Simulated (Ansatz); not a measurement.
Cl2Si, SMILES `Cl[Si]Cl` (lower singlet) (charge 0, multiplicity 1). This singlet lies 2.33 eV below the relaxed triplet at the level composite: frozen-core CCSD(T) with HF/cc-pVQZ and the correlation energy extrapolated as X^-3 from cc-pVTZ and cc-pVQZ, plus CCSDT(Q) minus CCSD(T) in cc-pVDZ // PBE0-D3(BJ)/def2-TZVP (Ansatz, a first-principles code).

Cartesian coordinates (Å):
SMILES: Cl[Si]Cl
```xyz
3

Cl    -1.6059    -0.4418     0.0000
Si    -0.0015     0.8780     0.0000
Cl     1.6074    -0.4362     0.0000
```
Charge 0, multiplicity 1.

Frozen-core energies in cc-pVDZ from Ansatz at a geometry from PBE0-D3(BJ)/def2-TZVP; the HF reference has <S^2> = 0.00 (restricted, and unstable towards unrestricted orbitals) and the T1 diagnostic is 0.014.

```json
[
 {"level": "HF", "energy (Ha)": "-1208.00668"},
 {"level": "MP2", "energy (Ha)": "-1208.35077"},
 {"level": "CCSD", "energy (Ha)": "-1208.38422"},
 {"level": "CCSD(T)", "energy (Ha)": "-1208.39427"}
]
```

Question: Estimate the energies of CCSDT and CCSDT(Q), and give each level's difference from CCSDT(Q).

Answer: 
| level | energy (Ha) | difference from CCSDT(Q) (mHa) |
|---|---|---|
| MP2 | -1208.35077 | 45.35 |
| CCSD | -1208.38422 | 11.90 |
| CCSD(T) | -1208.39427 | 1.85 |
| CCSDT | -1208.39518 | 0.94 |
| CCSDT(Q) | -1208.39612 | 0.00 |
